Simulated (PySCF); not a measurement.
**Ionisation energy of Sb²⁺ by level of theory**

Sb²⁺ [Kr] 4d10 5s2 5p1 (2P) → Sb³⁺ [Kr] 4d10 5s2 (1S), as a difference of total energies. Computed with PySCF 2.14 in def2-TZVPPD with the def2 core potential (28 electrons), with a scalar-relativistic core potential. Correlated levels: valence and next inner shell: nothing frozen outside the core potential. The calculations carry no spin-orbit coupling.

```tsv
method	ionisation energy (eV)
UHF	24.143
MP2 (valence and next inner shell)	24.540
SCS-MP2 (valence and next inner shell)	24.474
CCSD (valence and next inner shell)	24.576
CCSD(T) (valence and next inner shell)	24.593
```

Question: How much does correlation contribute at CCSD(T) (valence and next inner shell)?

Answer: 24.593 − (24.143) = 0.450 eV, measured against UHF.

The reference lies between the lowest fine-structure levels, while these numbers refer to the centres of the terms.

Errors of the correlated levels include the incompleteness of this basis.

For comparison: 25.323 eV (measured; NIST Atomic Spectra Database, ionization energies).
